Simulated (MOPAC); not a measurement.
MOPAC input (MNDO):

```
MNDO PRECISE GNORM=0.05 LET XYZ UHF MS=0.5 GEO-OK AUX(PRECISION=9) THREADS=1
BrOSi

Si    1.20246600 1   -0.33920400 1   -0.22124700 1
O     1.75137600 1   -0.10526400 1   -1.62564800 1
Br   -0.88130100 1    0.15974200 1    0.46007500 1
```

From the output:

```
                                                       MOPAC v23.2.5 Linux

          FINAL HEAT OF FORMATION =        -29.73832 KCAL/MOL =    -124.42513 KJ/MOL

          COSMO AREA              =        103.42 SQUARE ANGSTROMS
          COSMO VOLUME            =         91.67 CUBIC ANGSTROMS

          GRADIENT NORM           =          0.01265          =       0.00730 PER ATOM
          IONIZATION POTENTIAL    =          9.539618 EV
          ALPHA SOMO LUMO (EV)    =         -9.540  0.091
          BETA  SOMO LUMO (EV)    =        -11.055 -0.557
          NO. OF ALPHA ELECTRONS  =          9
          NO. OF BETA  ELECTRONS  =          8
          MOLECULAR WEIGHT        =        123.9889         POINT GROUP:  C*v

          MOLECULAR DIMENSIONS (Angstroms)

            Atom       Atom       Distance
           Br     3    O     2     3.67818
           Si     1    O     2     0.00072
           Br     3   Si     1     0.00000

          SCF CALCULATIONS        =         22

   ATOM   CHEMICAL          X               Y               Z
  NUMBER   SYMBOL      (ANGSTROMS)     (ANGSTROMS)     (ANGSTROMS)

     1      Si          0.93958568  *  -0.13139001  *  -0.62097128  *
     2       O          2.13952971  *  -0.29640345  *  -1.42334839  *
     3      Br         -0.89913670  *   0.12206596  *   0.60653432  *

                             CARTESIAN COORDINATES

   1   Si        0.939585678    -0.131390008    -0.620971282
   2    O        2.139529713    -0.296403446    -1.423348391
   3   Br       -0.899136703     0.122065961     0.606534317

           Empirical Formula: O Si Br  =     3 atoms

      MOLECULAR POINT GROUP   :   C*v

          ALPHA EIGENVALUES
 -38.47950 -25.15912 -16.21238 -14.11643 -12.83474 -12.83474 -11.46859 -11.46859
  -9.53962   0.09145   0.09145   4.32736

           BETA EIGENVALUES
 -38.51491 -23.74181 -14.89530 -13.70394 -12.93603 -12.93603 -11.05528 -11.05528
  -0.55737   0.45232   0.45232   4.88491

              NET ATOMIC CHARGES AND DIPOLE CONTRIBUTIONS

  ATOM NO.   TYPE          CHARGE      No. of ELECS.   s-Pop       p-Pop
    1         Si           1.063490        2.9365     1.49429     1.44222
    2          O          -0.701324        6.7013     1.88224     4.81909
    3         Br          -0.362166        7.3622     1.99474     5.36742
 DIPOLE           X         Y         Z       TOTAL
 POINT-CHG.    -0.844     0.115     0.568     1.023
 HYBRID         1.410    -0.194    -0.943     1.707
 SUM            0.566    -0.079    -0.375     0.684

          ATOMIC ORBITAL ELECTRON POPULATIONS

     Atom    s        px        py        pz
    1 Si   1.49429   0.59720   0.37375   0.47126
    2  O   1.88224   1.56276   1.64644   1.60988
    3 Br   1.99474   1.58641   1.97497   1.80604

                    (SZ)    =    0.500000
                    (S**2)  =    0.755367

          ATOMIC ORBITAL SPIN POPULATIONS

    Atom   Total    s     px     py     pz
         Atomic
    1 Si  0.4306  0.322  0.042  0.031  0.036
    2  O -0.0330  0.005  0.010 -0.033 -0.014
    3 Br  0.6025  0.005  0.405  0.011  0.182

 **********************
 *                    *
 * JOB ENDED NORMALLY *
 *                    *
 **********************

 == MOPAC DONE ==
```

The geometry given is a B3LYP-D3(BJ)/def2-TZVP minimum.
